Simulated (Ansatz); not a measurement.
Cl2FH3OSi2 can be A, `O[SiH](F)[SiH](Cl)Cl`, or B, `F[SiH2]O[SiH](Cl)Cl`.

Computed with Ansatz on PBE0-D4/def2-TZVP structures; ΔE is electronic, products minus reactants. CBS: MP2 limit from def2 TZ/QZ plus the TZ coupled-cluster correction, frozen cores. Functionals use def2-TZVPP. B3LYP here is the variant with VWN-RPA as its local correlation; programs differ in this. One conformer a species, not always the lowest.

(1) Which isomer does CCSD(T)/CBS put lower? Give the gap. (Best estimate.)

(2) Give E(B) − E(A) in kcal/mol with HF/def2-TZVPP, PBE-D4, ωB97M-V, B3LYP-D4, B2PLYP, PBE0-D4, r2SCAN-D4. (Estimate.)

Largest T1 diagnostic: 0.011.

Results:

(1) Ansatz gave: B, by 33.1 kcal/mol.

(2) Computed: HF/def2-TZVPP -39.8, PBE-D4 -25.3, ωB97M-V -33.0, B3LYP-D4 -31.8, B2PLYP -33.7, PBE0-D4 -28.3, r2SCAN-D4 -31.2. None reverses the order clearly.

From PBE to PBE0 (25 % exact exchange), in def2-TZVPP and without D4, E(B) − E(A) moves by −3.0 kcal/mol. In def2-TZVPP, CCSD(T) changes the Hartree–Fock value by +6.3 kcal/mol (the triples alone add +1.0 kcal/mol) and MP2 by +4.8 kcal/mol.
